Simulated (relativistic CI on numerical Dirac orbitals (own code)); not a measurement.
Hyperfine structure of Pm II, mass number 147

Method of calculation: Dirac-Coulomb-Breit CI, separate exchange-only KLI orbitals for each configuration, a model potential for QED, valence Slater integrals scaled by 0.85, P86 correlation energy added to each configuration (own radial code, finite nucleus).

CI space (outside the closed core [Xe]): 4f5 6s, 4f5 6p, 4f4 6s2, 4f3 6s2 5d, 4f5 7s, 4f3 6s 7s2, 4f4 7s2, 4f3 6s2 7s. The list is cut by size and lacks configurations that can hold low levels.

Nuclear spin I = 7/2, μ = 2.58 μN, Q = 0.74 b (tables of Stone and Pyykkö). The electronic factors are computed for point nuclear moments, without core polarisation; leaving it out makes A of s and p electrons in near-neutral atoms 20 to 40 % too small, and it can dominate for d and f shells.

```json
{"Level": "4f5 6s 7H°_2", "E (cm⁻¹)": "0.0", "A (MHz)": "-285.1", "B (MHz)": "-315"}
{"Level": "4f5 6s 7H°_3", "E (cm⁻¹)": "494.0", "A (MHz)": "547.3", "B (MHz)": "-245"}
{"Level": "4f5 6s 7H°_4", "E (cm⁻¹)": "1185.8", "A (MHz)": "682.1", "B (MHz)": "-250"}
{"Level": "4f5 6s 7H°_5", "E (cm⁻¹)": "2034.9", "A (MHz)": "687.7", "B (MHz)": "-301"}
{"Level": "4f5 6s 5H°_3", "E (cm⁻¹)": "2270.1", "A (MHz)": "648.6", "B (MHz)": "-448"}
{"Level": "4f5 6s 7H°_6", "E (cm⁻¹)": "3002.7", "A (MHz)": "668.7", "B (MHz)": "-384"}
{"Level": "4f5 6s 5H°_4", "E (cm⁻¹)": "3348.6", "A (MHz)": "193.3", "B (MHz)": "-413"}
{"Level": "4f5 6s 7H°_7", "E (cm⁻¹)": "4056.8", "A (MHz)": "648.6", "B (MHz)": "-497"}
```

Levels with J = 0, under 50 % of one LS term, or S terms without an open s electron are left out. Small factors come from cancelling terms and can be off by tens of per cent or more.

For a near-neutral ion this model can misplace configurations by up to about 10,000 cm⁻¹ (more where the count of f electrons changes) and terms by 10 to 25 % of their spread. Rates follow the energies as ν³ (E1, M1) or ν⁵ (E2), so they and the lifetimes can be off by large factors. The fine structure of a lone outer electron comes out too small, for d and f at times inverted, and misplaced configurations move strength between like terms. 22 of the 33 excited levels that our extract of the measured tables holds in this range could be paired (the sources list more); they are missed by 894 cm⁻¹ on average and 2286 at most, and levels without a partner can miss by more. Some levels of the ground configuration have no partner and can miss by 10 % or more.

Task: Give the hyperfine levels of 4f5 6s 7H°_2 relative to its centre of gravity.

Result: With K = F(F + 1) − I(I + 1) − J(J + 1), E = AK/2 + B[¾K(K + 1) − I(I + 1)J(J + 1)]/[2I(2I − 1)J(2J − 1)]: F = 3/2: 2398, F = 5/2: 1825, F = 7/2: 945.4, F = 9/2: -320.9, F = 11/2: -2075 MHz.

LS names give the leading component of a level, which can be under half, so a name can repeat, a term be missing and a line seem to break the LS rules.
